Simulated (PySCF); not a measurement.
A run for PySCF: R-B3LYP/3-21G on H3InO (SMILES [OH][InH2]), a point of a torsion scan.

```python
from pyscf import gto, scf, dft, mp
from pyscf.data.elements import chemcore

mol = gto.M(
    atom='''
    O     1.31988033   -0.36844733   -0.28190297
    In   -0.58202180   -0.08426829   -0.46599066
    H     1.89603674    0.10767855    0.31160141
    H    -1.55282390   -1.42917092   -0.12660245
    H    -1.16696181    1.40605794   -1.04617891
    ''',
    basis='3-21g',
    charge=0, spin=0, verbose=3, max_memory=1800)
mf = dft.RKS(mol, xc='b3lyp')
mf.conv_tol = 1e-8
mf.max_cycle = 100
mf.kernel()
if not mf.converged:
    mf = mf.newton().run(mf.mo_coeff, mf.mo_occ)
```

Program output:

```
converged SCF energy = -5793.81470103344
```

Self-consistency was reached.

Cost: about 3 core-seconds (a rough figure).
